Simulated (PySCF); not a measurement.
CH₇F₂NSi₂, SMILES NC([SiH2]F)[SiH2]F.

Geometry: r2SCAN-D4/def2-SVP. This is a generated structure with no PubChem entry under its InChIKey; it may be hypothetical. Other conformers were not sampled.

Two levels are set side by side: PBE/def2-TZVP (PySCF) and HF/def2-TZVP (PySCF). Same geometry, gas phase. Differences are taken from unrounded values.

```csv
quantity,HF
orbital gap (eV),13.22
highest occupied level (eV),-10.45
lowest empty level (eV),2.77
dipole moment (D),2.43
mean polarisability (bohr³),62.7
```

### Question
What does PBE give, and how far is it from HF? (Estimate from the structure and the level; the computed values follow.)

### Answer

```json
[
 {"quantity": "orbital gap (eV)", "PBE": "4.54", "PBE minus HF": "-8.68"},
 {"quantity": "highest occupied level (eV)", "PBE": "-5.71", "PBE minus HF": "4.74"},
 {"quantity": "lowest empty level (eV)", "PBE": "-1.16", "PBE minus HF": "-3.93"},
 {"quantity": "dipole moment (D)", "PBE": "1.99", "PBE minus HF": "-0.44"},
 {"quantity": "mean polarisability (bohr³)", "PBE": "72.8", "PBE minus HF": "10.1"}
]
```

PBE's occupied levels lie high since its potential decays too fast outside the molecule; exact exchange lowers them and widens the gap. PBE's more diffuse valence density responds more strongly to a field. Differences between two approximate levels are no errors against the true value.

Rough cost on one machine, each run with all the roots and properties that it gave: HF against PBE about 1/3.
